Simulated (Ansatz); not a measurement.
The same path of GaH3O3 + H4Si (12 atoms, charge 0, multiplicity 1) was run twice with different band settings. Lost on the way: Si8–H12. Made: Ga1–Si8, O2–H12.

Computed with RKS PBE0/def2-SVP in Ansatz 0.2.0.

Relaxed end points:

```xyz
12
Properties=species:S:1:pos:R:3
Ga -0.059 -0.414 0.420
O -0.250 -1.097 2.049
H -1.129 -1.436 2.244
O 1.526 0.295 0.015
H 1.622 0.466 -0.928
O -1.226 -0.591 -0.918
H -2.047 -1.041 -0.698
Si 0.244 2.871 0.925
H 1.482 2.724 1.734
H 0.515 3.050 -0.529
H -0.550 4.040 1.414
H -0.651 1.672 1.124
```

```xyz
12
Properties=species:S:1:pos:R:3
Ga 0.215 0.576 0.174
O -0.389 -0.400 1.990
H -1.145 -0.725 1.441
O 1.721 -0.234 -0.375
H 1.659 -1.190 -0.460
O -1.359 -0.282 -0.281
H -1.454 -0.641 -1.168
Si 0.252 2.923 0.630
H 1.549 3.352 1.239
H 0.029 3.722 -0.616
H -0.840 3.280 1.595
H -0.762 0.159 2.683
```

Common settings: movable images 5; climbing image yes; spring 5.0 eV/Å²; start path through a guess of the saddle point; force threshold 0.03 eV/Å; iteration limit 60; end points relaxed.

| run | optimiser |
| --- | --- |
| 1 | quadratic models (default) |
| 2 | fire |

Question: What does each run give, and how far can it be trusted?

Answer: Run 1: converged after 33 iterations, highest image 1.246 eV above the first end. Neighbouring images differ by up to 1.3 eV, so the band resolves the path poorly. A vibrational analysis at the climbing image gives one clearly imaginary mode, 1280i cm⁻¹: a first-order saddle point.
Run 2: not converged after 60 iterations, highest image 1.424 eV above the first end. The band didn't meet its force threshold, so its energies are provisional: the largest band force was still 0.24 eV/Å, and over the last iterations the top stayed at 1.42 eV. Neighbouring images lie up to 1.6 Å apart, so the band is torn or far too coarse.
The orbitals stay closed-shell, which can raise the energy where a bond breaks towards radicals; this wasn't checked here.
